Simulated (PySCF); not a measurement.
## Calculated data, C2H5AlSi, C2H5FSi

Computed with PySCF 2.14.0. Calculation on a computer-drawn molecule: the log of a Hartree-Fock and frozen-core CCSD(T) single point meant for a local Hartree-Fock minimum, with one planted fault or none, to be diagnosed. Offsets are logged minus clean, where the clean run is the same molecule without the fault. The reference is restricted for singlets and unrestricted otherwise, and also for a bond in bohr or an excited solution. Adding or removing an electron swaps singlet and doublet. The excited solution moves the top pair (singlet) or top alpha electron (doublet) to the lowest empty orbital. Highest occupied and lowest empty are orbital energies over both spins, largest force is the largest gradient component, triples share is (T) over the correlation energy, the T1 limit is 0.02 restricted and 0.045 unrestricted, electrons count all cores, a negative frequency is imaginary (commonest isotopes), and the dipole is about the centre of nuclear charge.

Common to all runs: meant charge 0; meant multiplicity 1; meant basis cc-pV(D+d)Z; logged SCF converged yes; logged CC converged yes; logged SCF stable within its kind yes; possible faults no fault, one electron removed, one electron added, multiplicity raised by two, geometry at a saddle point, SCF held on an excited solution, minimal basis STO-3G, one bond length entered in bohr, all coordinates scaled.

```yaml
- entry: 1
  formula: C2H5AlSi
  logged_structure:
    atoms_angstrom:
      - [C, -2.1751, 0.3756, -1.3853]
      - [Si, -1.5463, -0.8618, -2.3582]
      - [C, 0.2462, -1.1365, -2.7431]
      - [Al, 1.3243, -1.9748, -1.2447]
      - [H, -3.2337, 0.4329, -1.1559]
      - [H, -1.573, 1.1899, -0.9958]
      - [H, -2.4351, -1.9389, -2.8379]
      - [H, 0.7274, -0.163, -2.9239]
      - [H, 0.3478, -1.7318, -3.6605]
  given:
    logged_electrons: 44
    logged_basis_functions: 99
    logged_spin_squared: 0.0
    "logged_highest_occupied [eV]": -7.6967
    "logged_lowest_empty [eV]": 0.95736
    "logged_largest_force [hartree/bohr]": 3.4565e-05
    "logged_lowest_frequency [cm^-1]": 33.824
    logged_T1_diagnostic: 0.014666
    logged_D1_diagnostic: 0.045677
    logged_triples_share: 0.035256
    "logged_dipole_magnitude [debye]": 2.0988
    "logged_energy_HF [hartree]": -609.43254
    "logged_energy_CCSD(T) [hartree]": -609.92807
    drawn_bonds_atom: [1, 2, 3, 1, 1, 2, 3, 3]
    drawn_bonds_other_atom: [2, 3, 4, 5, 6, 7, 8, 9]
    drawn_bonds_order: [2, 1, 1, 1, 1, 1, 1, 1]
  results:
    planted_fault: "no fault"
    "HF_energy_offset_from_clean_run [kcal/mol]": 0.0
    "CCSD(T)_energy_offset_from_clean_run [kcal/mol]": 0.0
- entry: 2
  formula: C2H5FSi
  logged_structure:
    atoms_angstrom:
      - [C, 0.5032, 2.9357, 1.8439]
      - [Si, 1.7767, 2.1175, 1.1246]
      - [C, 1.7752, 0.9764, -0.3333]
      - [F, 3.2838, 2.2431, 1.6712]
      - [H, -0.5017, 2.8298, 1.4508]
      - [H, 0.6184, 3.5849, 2.7027]
      - [H, 2.144, -0.0108, -0.0459]
      - [H, 2.427, 1.3619, -1.1205]
      - [H, 0.7637, 0.8748, -0.7293]
  given:
    logged_electrons: 41
    logged_basis_functions: 90
    logged_spin_squared: 0.7879
    "logged_highest_occupied [eV]": 2.0807
    "logged_lowest_empty [eV]": 8.8532
    "logged_largest_force [hartree/bohr]": 0.093543
    logged_T1_diagnostic: 0.031636
    logged_D1_diagnostic: 0.20599
    logged_triples_share: 0.025441
    "logged_dipole_magnitude [debye]": 3.0811
    "logged_energy_HF [hartree]": -466.93241
    "logged_energy_CCSD(T) [hartree]": -467.55914
    drawn_bonds_atom: [1, 2, 2, 1, 1, 3, 3, 3]
    drawn_bonds_other_atom: [2, 3, 4, 5, 6, 7, 8, 9]
    drawn_bonds_order: [2, 1, 1, 1, 1, 1, 1, 1]
  results: {}
  notes: ["highest electron not bound in this basis"]
```

## Withheld values
1. Give the missing planted fault for C2H5FSi (entry 2).

Calculated values
1. one electron added

Further results for C2H5FSi (entry 2):

- HF energy offset from clean run: 67.12 kcal/mol
- CCSD(T) energy offset from clean run: 61.73 kcal/mol
